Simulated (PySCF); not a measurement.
Se³⁺ (selenium, charge +3) across methods

[Ar] 3d10 4s2 4p1, 2P determinant. Computed with PySCF 2.14 in x2c-QZVPPall with one added diffuse shell each of s, p, d, f type (12s9p6d5f1g, 113 functions), with the spin-free X2C one-electron Hamiltonian (Gaussian nucleus).

| method | E (hartree) | mean ε 4s α (eV) | mean ε 4s β (eV) | mean ε 4p α (eV) | Σ⟨r²⟩ (bohr²) | ⟨S²⟩ |
| --- | --- | --- | --- | --- | --- | --- |
| r2SCAN | -2427.559 | -50.230 | -48.862 | -37.548 | 18.48 | 0.754 |
| HSE06 | -2427.307 | -51.070 | -49.602 | -38.086 | 18.50 | 0.752 |
| PBE | -2427.272 | -49.746 | -48.610 | -37.018 | 18.51 | 0.751 |
| TPSSh | -2427.521 | -50.541 | -49.009 | -37.804 | 18.50 | 0.752 |
| PBE0 | -2427.312 | -51.436 | -49.857 | -38.526 | 18.50 | 0.752 |
| LDA | -2424.006 | -50.080 | -49.073 | -37.053 | 18.47 | 0.751 |
| UHF | -2425.92904 | -55.561 | -52.419 | -42.287 | 18.65 | 0.757 |

Estimate the same row for BLYP.

E (hartree) = -2427.709; mean ε 4s α (eV) = -49.705; mean ε 4s β (eV) = -48.720; mean ε 4p α (eV) = -36.860; Σ⟨r²⟩ (bohr²) = 18.53; ⟨S²⟩ = 0.751.
